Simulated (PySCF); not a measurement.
# Argon: highly charged ions in a basis for the neutral atom

Ar¹⁵⁺ [He] 2s1, Ar¹⁶⁺ 1s2. Computed with PySCF 2.14 in def2-TZVP (5s5p2d1f, 37 functions), with the non-relativistic Hamiltonian (point nucleus). No spin-orbit coupling, so a gap to NIST mixes the basis error with missing relativistic terms.

Changed run: basis of the neutral atom used for a highly charged ion. This setting is unsound on purpose.

```tsv
species	method	sound run (hartree)	changed run (hartree)	converged
Ar¹⁵⁺	UHF	not run	-346.23231	yes
Ar¹⁵⁺	B3LYP	not run	-346.19163	yes
Ar¹⁵⁺	PBE0	not run	-346.15197	yes
Ar¹⁶⁺	UHF	not run	-312.84722	yes
Ar¹⁶⁺	B3LYP	not run	-312.75223	yes
Ar¹⁶⁺	PBE0	not run	-312.72883	yes
```

Ionisation energy of Ar¹⁵⁺:

```csv
method,changed run (eV),NIST (eV)
UHF,908.45,918.38
B3LYP,909.93,918.38
PBE0,909.49,918.38
```

The contracted functions were made for the neutral atom and can be too rigid for a highly charged ion.
